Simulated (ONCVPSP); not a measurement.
## Before and after: ONCV potential for As (Z = 33)

As, optimised norm-conserving Vanderbilt (ONCV), made with ONCVPSP 4.0.1 (PBE, scalar-relativistic). Core [Ne], reference 3s2 3p6 3d10 4s1.75 4p3.25. Waves: 3s+4s: rc 1.00 bohr, ncon 4, nbas 8, qcut 10 1/bohr, 2 projectors; 3p+4p: rc 1.20 bohr, ncon 4, nbas 8, qcut 13.3 1/bohr, 2 projectors; 3d: rc 1.15 bohr, ncon 4, nbas 8, qcut 15.5 1/bohr, 2 projectors, debl 3.3 Ha. Local part: polynomial inside 0.90 bohr (lpopt 5, dvloc0 2 Ha). Core correction: none.

Change: p: qcut 17.7.

Cutoffs: the cutoffs (Ha) at which the residual kinetic energy of the hardest occupied pseudo-wave falls to 1 and 0.1 mHa per electron; they do not see the model core or the augmentation charge, which bear on the density cutoff. Errors are all-electron minus pseudo energies relative to the spin-unpolarised reference configuration.

How do hardness, ghosts and transferability respond?

The potential gets neither clearly harder nor softer (90 Ha and 100 Ha → 90 Ha and 101 Ha); the d channel sets the loose cutoff, while the largest relative change is in p, which becomes harder; of the 4 tests that both files solve, the error grows in 0 and shrinks in 3 by more than 15 % and 0.3 meV (median size 1.6 → 0.6 meV); neither file shows a bound ghost.

| quantity | base | changed |
| --- | --- | --- |
| cutoff, loose | 90 Ha | 90 Ha |
| cutoff, tight | 100 Ha | 101 Ha |
| loose cutoff by channel | s 41 Ha, p 59 Ha, d 90 Ha | s 41 Ha, p 83 Ha, d 90 Ha |
| bound ghosts | none | none |
| GHOST(+) flags under 300 eV | none | none |
| error for 3s2 3p6 3d10 4s2 4p3, meV [ΔE -2.33 eV] | +0.1 | +0.3 |
| error for 3s2 3p6 3d10 4s2 4p2, meV [ΔE 6.82 eV] | -0.7 | -0.1 |
| error for 3s2 3p6 3d10 4s2 4p1, meV [ΔE 24.74 eV] | -2.5 | -1.0 |
| error for 3s2 3p6 3d10 4s1 4p0, meV [ΔE 103.09 eV] | -15 | -12 |
| s: phases at 1.02 bohr within 0.05 rad from the reference energy up to (Ha; the scan ends near 5) | to the end of the scan | to the end of the scan |
| p: phases at 1.22 bohr within 0.05 rad from the reference energy up to (Ha; the scan ends near 5) | to the end of the scan | to the end of the scan |
| d: phases at 1.17 bohr within 0.05 rad from the reference energy up to (Ha; the scan ends near 5) | to the end of the scan | to the end of the scan |
